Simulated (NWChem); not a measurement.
# H$_{3}$Ga

SMILES: [GaH3]
```xyz
4

Ga     0.0000     0.0000     0.0000
H      0.0000     0.0000     1.5807
H      1.3689     0.0000    -0.7903
H     -1.3689     0.0000    -0.7903
```
Charge 0, spin multiplicity 1.

Everything below was run with NWChem. The geometry was optimised at PBE/def2-SVP, a minimum by its harmonic frequencies.

Symmetry labels belong to the abelian group C2v used in the runs, with the axes of the coordinates shown; states degenerate in a higher group split over its labels.

The Hamiltonian is non-relativistic. The structure started from a generated list of species.

List the lowest 5 singlet excitations that CIS/def2-SVPD gives, with oscillator strengths.


| state | symmetry | energy (eV) | wavelength (nm) | f |
|---|---|---|---|---|
| 1 | a2 | 6.12 | 203 | 0.000 |
| 2 | b2 | 6.12 | 203 | 0.000 |
| 3 | b1 | 8.89 | 140 | 0.284 |
| 4 | a1 | 8.89 | 140 | 0.284 |
| 5 | b1 | 9.14 | 136 | 0.000 |
